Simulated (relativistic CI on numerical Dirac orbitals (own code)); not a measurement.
**Radial parameters of Hf³⁴⁺**

Calculated at this level of theory: Dirac-Coulomb-Breit CI, separate exchange-only KLI orbitals for each configuration, model QED, unscaled Slater integrals (own radial code, finite nucleus).

Slater integrals F^k, G^k are unscaled and averaged over j, outside the closed core [Ar] 3d10; ζ comes from projecting the Hamiltonian with its Breit term on Σ l·s of the shell.

- 4s2 4p6 4d2: F^2(4d,4d) = 228310, F^4(4d,4d) = 155550, ζ(4d) = 51762 cm⁻¹; <r>(4d) = 0.4399, <r^2>(4d) = 0.2211 (bohr units).
- 4s2 4p6 4d 4f: ζ(4d) = 51708, F^2(4d,4f) = 229660, F^4(4d,4f) = 149720, G^1(4d,4f) = 234960, G^3(4d,4f) = 162880, G^5(4d,4f) = 119970, ζ(4f) = 8610 cm⁻¹; <r>(4d) = 0.4403, <r^2>(4d) = 0.2215, <r>(4f) = 0.414, <r^2>(4f) = 0.1941 (bohr units).
- 4s2 4p5 4d3: ζ(4p) = 414340, F^2(4d,4d) = 228260, F^4(4d,4d) = 155520, F^2(4p,4d) = 229420, G^1(4p,4d) = 284820, G^3(4p,4d) = 182520, ζ(4d) = 51550 cm⁻¹; <r>(4p) = 0.438, <r^2>(4p) = 0.2171, <r>(4d) = 0.44, <r^2>(4d) = 0.2212 (bohr units).

Question: Give the Racah parameters of the d shell in 4s2 4p6 4d2.

Answer: B = F²/49 − 5F⁴/441 = 2896 cm⁻¹ and C = 35F⁴/441 = 12346 cm⁻¹.

Averages of the first 10 configurations, taken without configuration mixing, which lowers the lowest level and can move excited configurations by several eV; other configurations of the list can lie among them:

```tsv
Configuration	Parity	States	Average energy above the lowest level (eV)
4s2 4p6 4d2	even	45	24.8
4s2 4p6 4d 4f	odd	140	218.2
4s2 4p5 4d3	odd	720	215.4
4s 4p6 4d3	even	240	372.8
4s2 4p5 4d2 4f	even	3780	406.4
4s 4p6 4d2 4f	odd	1260	564.1
4s2 4p6 4d 5s	even	20	456.4
4s2 4p6 4f 5s	odd	28	649.6
4s2 4p6 4d 5p	odd	60	522.1
4s2 4p6 4f2	even	91	414.0
```
